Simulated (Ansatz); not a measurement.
Program: Ansatz. Geometries: PBE0-D4/def2-TZVP. ΔE: electronic, gas phase. CCSD(T)/CBS adds triple-zeta CCSD(T) − MP2 to the extrapolated MP2 energy (def2 sets, frozen cores). This one scheme is used for every species, atoms too. DFT in def2-TZVPP. B3LYP here is the variant with VWN-RPA as its local correlation; programs differ in this. No spin–orbit coupling; open shells (•) take unrestricted orbitals. Spin–orbit coupling would lower the free atoms: a little for Al, Si.

`[SiH3][Al]([SiH3])[SiH3]` → Al• + 9 H• + 3 Si•  (atomization)

`[SiH3][Al]([SiH3])[SiH3]`:

Cartesian coordinates in Å:
```
Si 2.429 0.075 -0.409
Al 0.011 0.039 0.036
Si -1.373 -1.487 -1.309
Si -1.049 1.446 1.750
H 3.183 1.033 0.448
H 3.015 -1.281 -0.193
H 2.690 0.441 -1.833
H -2.825 -1.424 -0.982
H -1.224 -1.183 -2.762
H -0.928 -2.899 -1.112
H -2.082 2.325 1.126
H -1.751 0.592 2.753
H -0.096 2.321 2.489
```

Problem. What is ΔE at CCSD(T)/CBS? (Best estimate.)

Solution. The calculation gave: +854.0 kcal/mol.

Problem. What do these levels give: revPBE-D4, r2SCAN-D4, B3LYP-D4, r2SCAN0-D4, BHLYP-D4, ωB97M-V, B2PLYP, PBE-QIDH, r2SCAN0, LC-ωPBE, MP2/def2-SVP, CCSD/def2-SVP? (Best estimate.)

Solution. The calculation gave: revPBE-D4 829.1, r2SCAN-D4 852.8, B3LYP-D4 850.6, r2SCAN0-D4 849.1, BHLYP-D4 847.2, ωB97M-V 849.2, B2PLYP 836.3, PBE-QIDH 839.2, r2SCAN0 847.0, LC-ωPBE 839.3, MP2/def2-SVP 781.6, CCSD/def2-SVP 792.1 kcal/mol.

Largest T1 diagnostic among the species: 0.018.

In def2-TZVPP, CCSD(T) changes the Hartree–Fock value by +177.5 kcal/mol (the triples alone add +6.4 kcal/mol) and MP2 by +161.2 kcal/mol; breaking electron pairs costs correlation energy, which Hartree–Fock lacks. The D4 term adds +10.6 kcal/mol with B3LYP and +5.8 kcal/mol with PBE0; it sums over pairs of atoms, weighted by their polarisabilities, and B3LYP, whose exchange is more repulsive, gets the larger term.

For atomizations the MP2-based limit and the directly extrapolated one differ by several kJ/mol either way, and by 10 to 25 for some Ge, Se and Sn compounds, so smaller differences from it don't rank the levels.
